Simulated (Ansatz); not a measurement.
Isolated molecules relaxed with PBE0-D4/def2-TZVP in Ansatz; ΔE leaves out vibrations. CCSD(T)/CBS adds triple-zeta CCSD(T) − MP2 to the extrapolated MP2 energy (def2 sets, frozen cores). Functionals use def2-TZVPP. B3LYP here is the variant with VWN-RPA as its local correlation; programs differ in this. One conformer a species, not always the lowest.

`CO[SiH](F)O[SiH2]F` + `BC([SiH3])[SiH2]Cl` → `BC([SiH3])[SiH2]F` + `CO[SiH](F)O[SiH2]Cl`  (redistribution)

```
             level  ΔE (kJ/mol)  difference from CCSD(T)/CBS
            PBE-D4          8.0                         -1.0
         r2SCAN-D4          8.4                         -0.6
           PBE0-D4          8.5                         -0.5
          B3LYP-D4          7.7                         -1.3
           ωB97X-V          7.5                         -1.5
           ωB97M-V          7.7                         -1.3
            B2PLYP          8.8                         -0.2
            r2SCAN          8.5                         -0.5
              PBE0          8.7                         -0.3
             B3LYP          8.0                         -1.0
    MP2/def2-TZVPP         10.3                          1.3
SCS-MP2/def2-TZVPP          9.7                          0.7
   CCSD/def2-TZVPP          9.5                          0.5
SCS-MP2/def2-QZVPP          9.5                          0.5
      HF/CBS(def2)          8.7                         -0.3
    CCSD/CBS(def2)          8.8                         -0.2
       CCSD(T)/CBS          9.0                            0
```

Largest T1 diagnostic among the species: 0.012.
